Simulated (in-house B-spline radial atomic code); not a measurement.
Configurations of neutral antimony, with energies counted from [Kr] 4d10 5s2 5p3. All numbers are computed (scalar-relativistic (X2C) TPSSh, spin-polarised, spherical fractional occupations, exact exchange averaged over the configuration; Fermi nucleus of rms radius 4.6802 fm) with a radial B-spline atomic code at the basis-set limit, not measured. Shells without spins written out take the highest spin.

Occupations are held fixed; configurations that lie above the ionisation limit could autoionise.

```
                    configuration  E - E(ref) (eV)  highest orbital  its <r> (bohr)
            [Kr] 4d10 5s2 5p2 5f1           8.4172            5f up           29.24
            [Kr] 4d10 5s1 5p3 6p1           12.831            6p up            8.75
            [Kr] 4d10 4f1 5s1 5p3           14.159            4f up           16.54
[Ar] 3d9 4s2 4p6 4d10 5s2 5p3 6s1           533.05            6s up            6.39
[Ar] 3d9 4s2 4p6 4d10 5s2 5p3 6p1           534.11            6p up           8.567
```

Q: Order these further configurations by energy, lowest first.
A. [Kr] 4d10 5s2 5p2 6d1
B. [Ar] 3d9 4s2 4p6 4d10 5s2 5p4
C. [Kr] 4d10 5s1 5p3 6s1
D. [Kr] 4d9 5s2 5p4
E. [Ar] 3d10 4s2 4p5 4d10 5s2 5p3 5d1

A: A (7.8421 eV), C (11.79 eV), D (31.763 eV), E (108.77 eV), B (527.89 eV).
